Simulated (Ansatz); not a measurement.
Cartesian coordinates in Å:
```
F 0.914 1.664 -0.155
C 0.018 0.639 0.004
Si 0.814 -1.059 -0.195
B -1.446 1.028 0.098
O -0.776 0.829 1.233
H -0.260 -2.069 -0.026
H 1.873 -1.249 0.827
H 1.393 -1.147 -1.557
H -2.530 1.365 -0.230
```

The species carries charge 0 and has multiplicity 1.

(1) List the ωB97M-V/def2-TZVPP orbital energies in eV (Ansatz 0.2.0). (Estimate.)

## Answers

(1) Computed: Occupied: -1807.26, -677.80, -527.63, -284.62, -189.11, -148.37, -102.49, -102.48, -102.47, -36.89, -32.98, -21.44, -18.65, -17.86, -17.00, -15.89, -15.26, -14.55, -13.44, -12.60, -12.37, -11.85, -10.35. Lowest empty: 0.92, 1.98, 2.39, 2.76, 2.83, 2.99, 3.49, 4.03.
